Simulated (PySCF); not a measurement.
# Solvent effects on NMR parameters

Molfile (atoms numbered from 1):
```
C8H18BN
     RDKit          3D

 28 28  0  0  0  0  0  0  0  0999 V2000
   -2.3150    0.8392    0.3772 C   0  0  0  0  0  0  0  0  0  0  0  0
   -1.7106   -0.0965   -0.3691 C   0  0  0  0  0  0  0  0  0  0  0  0
   -2.3163   -1.4600   -0.5318 C   0  0  0  0  0  0  0  0  0  0  0  0
   -0.3861    0.0638   -1.0603 C   0  0  2  0  0  0  0  0  0  0  0  0
    0.7621   -0.8472   -0.2862 B   0  0  0  0  0  0  0  0  0  0  0  0
    1.9970    0.2392   -0.1232 N   0  0  0  0  0  0  0  0  0  0  0  0
    2.8024   -0.0193    1.0752 C   0  0  0  0  0  0  0  0  0  0  0  0
    2.8633    0.2041   -1.3121 C   0  0  0  0  0  0  0  0  0  0  0  0
    1.2731    1.5337   -0.0308 C   0  0  0  0  0  0  0  0  0  0  0  0
    0.1894    1.4889   -1.0918 C   0  0  0  0  0  0  0  0  0  0  0  0
   -1.9004    1.8396    0.5273 H   0  0  0  0  0  0  0  0  0  0  0  0
   -3.2598    0.6265    0.8839 H   0  0  0  0  0  0  0  0  0  0  0  0
   -2.5038   -1.6779   -1.5973 H   0  0  0  0  0  0  0  0  0  0  0  0
   -1.6170   -2.2324   -0.1713 H   0  0  0  0  0  0  0  0  0  0  0  0
   -3.2640   -1.5617    0.0158 H   0  0  0  0  0  0  0  0  0  0  0  0
   -0.5151   -0.2989   -2.0952 H   0  0  0  0  0  0  0  0  0  0  0  0
    1.2132   -1.8120   -0.8929 H   0  0  0  0  0  0  0  0  0  0  0  0
    0.4380   -1.1315    0.8610 H   0  0  0  0  0  0  0  0  0  0  0  0
    2.1536    0.0207    1.9576 H   0  0  0  0  0  0  0  0  0  0  0  0
    3.6117    0.7237    1.1673 H   0  0  0  0  0  0  0  0  0  0  0  0
    3.2346   -1.0262    1.0056 H   0  0  0  0  0  0  0  0  0  0  0  0
    3.6120    1.0128   -1.2690 H   0  0  0  0  0  0  0  0  0  0  0  0
    3.3670   -0.7689   -1.3538 H   0  0  0  0  0  0  0  0  0  0  0  0
    2.2565    0.3129   -2.2175 H   0  0  0  0  0  0  0  0  0  0  0  0
    1.9806    2.3759   -0.1200 H   0  0  0  0  0  0  0  0  0  0  0  0
    0.8168    1.5637    0.9697 H   0  0  0  0  0  0  0  0  0  0  0  0
   -0.5616    2.2719   -0.9079 H   0  0  0  0  0  0  0  0  0  0  0  0
    0.6184    1.7163   -2.0806 H   0  0  0  0  0  0  0  0  0  0  0  0
  1  2  2  0
  2  3  1  0
  2  4  1  0
  4  5  1  0
  5  6  1  0
  6  7  1  0
  6  8  1  0
  6  9  1  0
  9 10  1  0
 10  4  1  0
  1 11  1  0
  1 12  1  0
  3 13  1  0
  3 14  1  0
  3 15  1  0
  4 16  1  6
  5 17  1  0
  5 18  1  0
  7 19  1  0
  7 20  1  0
  7 21  1  0
  8 22  1  0
  8 23  1  0
  8 24  1  0
  9 25  1  0
  9 26  1  0
 10 27  1  0
 10 28  1  0
M  CHG  2   5  -1   6   1
M  END
```

GIAO PBE0/pcSseg-1 in PySCF on one PBE0-D3(BJ)/def2-SVP conformer, non-relativistic, equivalent nuclei averaged. Solvents enter as an IEF-PCM continuum (benzene with ε = 2.3, dimethylsulfoxide with ε = 46.8) around the gas-phase geometry. Shifts are referred to TMS, BF3·OEt2 computed in the same medium.

Gas phase, δ in ppm: C2 165.6, C1 100.5, C9 64.6, C7 52.8, C8 49.3, C4 34.8, C10 29.5, C3 27.3, B5 -3.2, H12 4.62, H11 4.59, H26 2.84, H17 2.57, H19/H20/H21 2.47. Dipole moment 4.85 D.

Question: How does each δ change in the continuum?

Answer: 
```json
{"atoms": "C2", "environment": "fully substituted alkene carbon", "Δδ, benzene": "+2.0", "Δδ, dimethylsulfoxide": "+4.3"}
{"atoms": "C1", "environment": "terminal =CH2 carbon", "Δδ, benzene": "-0.3", "Δδ, dimethylsulfoxide": "-0.1"}
{"atoms": "C9", "environment": "sp3 CH2 bonded to N", "Δδ, benzene": "-0.1", "Δδ, dimethylsulfoxide": "-0.1"}
{"atoms": "C7", "environment": "methyl carbon bonded to N", "Δδ, benzene": "+0.2", "Δδ, dimethylsulfoxide": "+0.5"}
{"atoms": "C8", "environment": "methyl carbon bonded to N", "Δδ, benzene": "+0.1", "Δδ, dimethylsulfoxide": "+0.2"}
{"atoms": "C4", "environment": "allylic sp3 CH bonded to B", "Δδ, benzene": "+0.6", "Δδ, dimethylsulfoxide": "+1.3"}
{"atoms": "C10", "environment": "sp3 CH2 in a ring", "Δδ, benzene": "+0.2", "Δδ, dimethylsulfoxide": "+0.6"}
{"atoms": "C3", "environment": "allylic methyl carbon", "Δδ, benzene": "+0.2", "Δδ, dimethylsulfoxide": "+0.5"}
{"atoms": "B5", "environment": "boron bonded to C, N, 2 H, in a 5-membered ring", "Δδ, benzene": "+0.2", "Δδ, dimethylsulfoxide": "+0.6"}
{"atoms": "H12", "environment": "hydrogen on a terminal =CH2 carbon", "Δδ, benzene": "-0.02", "Δδ, dimethylsulfoxide": "0.00"}
{"atoms": "H11", "environment": "hydrogen on a terminal =CH2 carbon", "Δδ, benzene": "+0.05", "Δδ, dimethylsulfoxide": "+0.17"}
{"atoms": "H26", "environment": "hydrogen on an sp3 CH2 bonded to N", "Δδ, benzene": "-0.01", "Δδ, dimethylsulfoxide": "-0.04"}
{"atoms": "H17", "environment": "hydrogen on a boron bonded to C, N, in a 5-membered ring", "Δδ, benzene": "-0.17", "Δδ, dimethylsulfoxide": "-0.37"}
{"atoms": "H19/H20/H21", "environment": "hydrogen on a methyl carbon bonded to N", "Δδ, benzene": "+0.05", "Δδ, dimethylsulfoxide": "+0.11"}
```

Changes are relative to the gas phase. The dipole moment becomes 5.47 D in benzene, 6.31 D in dimethylsulfoxide.

Question: Which of the listed nuclei move most (in ppm), and what does the model miss? (N and O are left out, as their reference compounds move with the solvent too.)

Answer: C2 (fully substituted alkene carbon, +4.3 ppm) in dimethylsulfoxide. A continuum only polarises the solute; specific hydrogen bonds, the anisotropy of aromatic solvents and changes of geometry or conformer are outside it.
